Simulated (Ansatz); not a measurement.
AlBFH₅O₂Si, SMILES `O[B](O[SiH3])[AlH][F]`, relaxed with RKS PBE-D4/def2-SVP in Ansatz 0.2.0 from a rough embedded geometry. The force threshold is 0.03 eV/Å; the program also tests the step.

The species carries charge 0 and has multiplicity 1.

Start:

```xyz
11

O     1.939    0.748   -0.382
B     0.905   -0.217   -0.127
O     0.043   -0.567   -1.220
Si   -1.339    0.481   -1.225
Al    0.763   -1.191    1.680
F    -0.533   -2.438    1.954
H     1.597    1.595   -0.104
H    -0.835    1.871   -1.374
H    -2.038    0.369    0.144
H    -2.267    0.202   -2.241
H     1.763   -0.852    2.894
```

| step | energy (eV) | largest force (eV/Å) | largest move (Å) |
| --- | --- | --- | --- |
| 1 | -22020.4726 | 2.533 | 0.000 |
| 2 | -22020.9465 | 1.413 | 0.138 |
| 3 | -22021.1207 | 1.733 | 0.195 |
| 4 | -22021.2590 | 1.989 | 0.195 |
| 5 | -22021.4848 | 0.929 | 0.200 |
| 6 | -22021.5703 | 1.848 | 0.195 |
| 7 | -22021.6729 | 0.436 | 0.200 |
| 8 | -22021.7168 | 0.373 | 0.195 |
| 9 | -22021.7353 | 0.429 | 0.161 |
| 10 | -22021.7712 | 0.224 | 0.200 |
| 11 | -22021.7958 | 0.280 | 0.161 |
| 13 | -22021.8197 | 0.304 | 0.048 |
| 15 | -22021.8438 | 0.108 | 0.063 |
| 17 | -22021.8537 | 0.092 | 0.123 |
| 19 | -22021.8578 | 0.028 | 0.058 |
| 21 | -22021.8599 | 0.178 | 0.161 |
| 23 | -22021.8652 | 0.044 | 0.040 |
| 25 (rejected) | -22021.8662 | 0.167 | 0.172 |
| 27 | -22021.8698 | 0.032 | 0.041 |
| 29 | -22021.8709 | 0.028 | 0.048 |
| 31 | -22021.8727 | 0.040 | 0.072 |
| 33 | -22021.8735 | 0.063 | 0.015 |
| 35 | -22021.8740 | 0.053 | 0.021 |
| 37 | -22021.8743 | 0.055 | 0.047 |
| 39 | -22021.8745 | 0.032 | 0.008 |
| 40 | -22021.8746 | 0.008 | 0.016 |

End:

```xyz
11

O     2.275    1.015   -0.282
B     1.060    0.414   -0.068
O     0.045    0.839   -0.882
Si   -1.597    0.471   -1.061
Al    0.692   -1.111    1.425
F    -0.904   -1.676    1.448
H     2.965    0.683    0.317
H    -2.104    1.354   -2.161
H    -2.337    0.770    0.211
H    -1.766   -0.970   -1.449
H     1.670   -1.791    2.502
```

Run time 38 s (4 threads of a server CPU on a shared host); peak host memory 0.23 GiB.
